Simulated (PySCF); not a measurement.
C₃H₅N₃, SMILES N=c1[nH]cc[nH]1. Geometry optimised at PBE-D3(BJ)/def2-SVP.

Computed equilibrium geometry at PBE-D3(BJ)/def2-SVP (PySCF confirms it by a frequency run) as a Z-matrix, and its point group:
point group Cs.
```
C
N 1 1.2922
H 2 1.0280 1 110.90
N 1 1.3975 2 124.26 3 180.00
H 4 1.0169 1 121.05 2 0.00
C 4 1.3923 5 127.20 1 180.00
C 6 1.3650 4 107.30 5 180.00
H 6 1.0932 7 130.18 4 180.00
H 7 1.0932 6 130.41 8 0.00
N 7 1.3990 9 122.63 6 180.00
H 10 1.0163 7 125.72 9 0.00
```
Charge 0, spin multiplicity 1.
